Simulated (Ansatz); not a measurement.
benzenedithiol (C$_{6}$H$_{6}$S$_{2}$), singlet, at a GFN2-xTB geometry; CAM-B3LYP/def2-SV(P) in Ansatz (a quantum-chemistry and plane-wave program).

Here is a job for Ansatz.
Ansatz 0.2 input:
```yaml
crystal:
  periodic: [false, false, false]
  atoms:
    - {symbol: S, position_ang: [-3.14116872, -0.26264692, -0.09295716]}
    - {symbol: C, position_ang: [-1.38195401, -0.09892678, -0.04553054]}
    - {symbol: C, position_ang: [-0.75085903, 1.10020482, -0.34640723]}
    - {symbol: C, position_ang: [0.62724100, 1.18826431, -0.29805128]}
    - {symbol: C, position_ang: [1.38309751, 0.07775779, 0.05149196]}
    - {symbol: S, position_ang: [3.14783621, 0.13921546, 0.12771684]}
    - {symbol: C, position_ang: [0.75043301, -1.12379036, 0.35295925]}
    - {symbol: C, position_ang: [-0.62427860, -1.21163333, 0.30472219]}
    - {symbol: H, position_ang: [-3.39163766, 0.99403030, -0.45651050]}
    - {symbol: H, position_ang: [-1.33037006, 1.97029991, -0.61960607]}
    - {symbol: H, position_ang: [1.10908733, 2.12617929, -0.53400830]}
    - {symbol: H, position_ang: [3.26128319, 1.41914662, -0.22306711]}
    - {symbol: H, position_ang: [1.34218743, -1.98436192, 0.62415105]}
    - {symbol: H, position_ang: [-1.11930943, -2.14164960, 0.53777994]}
basis:
  gaussian:
    orbitals: def2-SV_P_.json
hamiltonian:
  xc: cam_b3lyp
```
The basis file holds def2-SV(P) in the JSON format of the Basis Set Exchange.

What the program printed (banner, timings and long lists left out):

```
Functional definition: CAM-B3LYP
1385 factors; integrals over basis functions are off by at most 1.6e-3 eV
392 factors; integrals over basis functions are off by at most 5.3e-6 eV
mean field evaluation 1: about -27969.2735 eV, gradient 4.5e1 eV
mean field evaluation 2: about -27970.0501 eV, gradient 4.4e1 eV
mean field evaluation 4: about -27974.8950 eV, gradient 1.6e0 eV
mean field evaluation 8: about -27975.1552 eV, gradient 1.1e-1 eV
mean field evaluation 16: about -27975.1552 eV, gradient 6.1e-5 eV
mean field -27975.15523752 eV, -1028.0679927375 hartree, gradient 6.1e-5 eV, S^2 0.000000; 0 other end points of the search recorded, 0 dependent functions left out
reference -27975.15536619 eV, -1028.0679974663 hartree; 37, 37 occupied and 95, 95 virtual orbitals, 1385 factors
Total energy: -27975.15536619 eV, -1028.0679974663 hartree
```
